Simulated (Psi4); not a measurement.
H₆AlFSi₂ (SMILES [F][Al]([SiH3])[SiH3]), singlet, at the geometry of the source list.

Input for Psi4:
```
memory 2 GB

molecule {
0 1
Al   -0.59970000   -0.41370000    0.02180000
F    -1.97500000   -1.35290000    0.08270000
Si   -0.89560000    1.60310000   -1.29700000
H     0.22740000    1.89110000   -2.21830000
H    -1.02560000    2.84330000   -0.49830000
H    -2.09850000    1.58760000   -2.16150000
Si    1.24510000   -1.36590000    1.28020000
H     2.00080000   -0.36980000    2.07440000
H     2.28470000   -2.02390000    0.45660000
H     0.83650000   -2.39880000    2.25930000
}

set {
  basis cc-pvdz
  freeze_core true
}

energy('qcisd(t)')
print_variables()
```

**Question.** What does this run give for the number of basis functions, total energy, nuclear repulsion energy?

**Answer.** 
| Item | Result |
|---|---|
| number of basis functions | 98 |
| total energy | -923.298246 Ha |
| nuclear repulsion energy | 238.5209 Eh |

**Question.** Roughly what does it cost on one core?

**Answer.** around 30 core-seconds (rough).
